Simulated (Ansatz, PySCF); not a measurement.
Bond stretch in AlO (cation, charge +1), lowest triplet found (which spin is the ground state isn't settled by this scan).

UKS-B3LYP/3-21G = unrestricted B3LYP/3-21G (PySCF 2.14.0); UKS-CAM-B3LYP = unrestricted CAM-B3LYP/cc-pVDZ (Ansatz, a quantum-chemistry and plane-wave program); ROCCSDT(Q) = CCSDT(Q)/B on ROHF/cc-pVDZ, frozen core (Ansatz).

Energies are in kcal/mol, each relative to the lowest point of its own curve between 1.46 and 2.23 Å, where full CI is lowest.

```tsv
R / Å	UKS-B3LYP/3-21G	UKS-CAM-B3LYP	ROCCSDT(Q)
1.35	114.1	99.0	106.6
1.46	54.6	44.0	48.9
1.55	25.8	19.3	___
1.62	12.5	8.3	10.5
1.70	4.0	___	___
1.77	___	0.0	0.4
1.81	0.0	0.0	0.0
1.87	0.2	1.1	___
1.96	2.1	___	2.7
2.01	3.7	6.2	—
2.10	6.9	9.9	—
2.23	11.3	14.5	—
```

Problem. Complete the blanks.

Solution. 
- 1.55, ROCCSDT(Q): 22.5
- 1.70, UKS-CAM-B3LYP: 1.9
- 1.70, ROCCSDT(Q): 3.1
- 1.77, UKS-B3LYP/3-21G: 0.7
- 1.87, ROCCSDT(Q): 0.5
- 1.96, UKS-CAM-B3LYP: 4.1

A dash means that the run gave no value there, or that the column was ended at a point which the program doubted or which failed a test of continuity chosen for this set; such a test can also cut sound points.

The scan ran from 1.35 to 6.40 Å; beyond the distances shown full CI changes its symmetry label. The T1 diagnostic of CCSD on the restricted reference of ROCCSDT(Q) exceeds 0.045 at 1.81 to 1.96 Å.
